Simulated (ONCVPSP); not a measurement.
## u(r) = r·R(r): atom against pseudo-atom (Ne)

Columns: radius, all-electron u(r) and pseudo u(r) of the 2p shell (level -13.27 eV) of neon in the configuration [He] 2s2 2p6; PBEsol, scalar-relativistic, ONCV scheme, ONCVPSP 4.0.1.

```csv
r (bohr),all-electron,pseudo
0.050,0.0565,0.0264
0.100,0.1784,0.1022
0.150,0.3211,0.2170
0.200,0.4610,0.3562
0.250,0.5869,0.5037
0.300,0.6936,0.6441
0.350,0.7805,0.7657
0.400,0.8478,0.8609
0.450,0.8975,0.9281
0.500,0.9311,0.9682
0.550,0.9512,0.9865
0.600,0.9601,0.9884
0.650,0.9597,0.9791
0.700,0.9518,0.9632
0.750,0.9380,0.9436
0.800,0.9197,0.9217
0.850,0.8978,0.8983
0.900,0.8734,0.8734
0.950,0.8471,0.8470
1.000,0.8196,0.8195
1.050,0.7913,0.7912
1.100,0.7626,0.7625
1.150,0.7338,0.7338
1.200,0.7052,0.7052
1.250,0.6770,0.6770
1.300,0.6493,0.6492
```

How many radial nodes do the two functions have?

The all-electron 2p function has n − l − 1 = 0; the pseudo-wave has 0.

At about which radius was the pseudo-wave matched?

0.95 bohr. The columns agree to 0.0005 from 0.85 bohr on; several derivatives are matched, so the curves merge somewhat inside the radius.

Where does each function peak?

Outermost all-electron maximum near 0.60 bohr, pseudo maximum near 0.60 bohr (to the table’s step).

Is the pseudo-wave norm-conserving?

Yes: the ONCV scheme keeps the norm inside the radius equal to the all-electron one, which fixes the energy derivative of the logarithmic derivative at the level.
